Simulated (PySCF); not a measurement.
# Working out the excitation energy of Ga

Ga [Ar] 3d10 4s2 4p1 (2P) → Ga [Ar] 3d10 4s1 4p2 (4P). Calculation: PySCF 2.14, in aug-cc-pVDZ-DK (6s5p3d, 36 functions); scalar relativity by spin-free X2C-1e. Frozen: [Ar] 3d10. Energies in hartree (1 hartree = 27.21139 eV):

```csv
part,Ga (lower),Ga (upper)
UHF,-1942.084707,-1941.961588
CCSD correlation,-0.043501,-0.010586
(T),-0.000555,-0.000033
```

Task: What does Hartree-Fock give?

Result: (-1941.961588) − (-1942.084707) = 0.123119 hartree = 3.350 eV.

Task: What do CCSD and CCSD(T) give?

Result: The CCSD correlation energies differ by 0.032915 hartree = 0.896 eV and the triples by 0.000522 hartree = 0.014 eV, so CCSD gives 4.246 eV and CCSD(T) 4.260 eV.

A double-zeta basis recovers only part of the correlation energy.
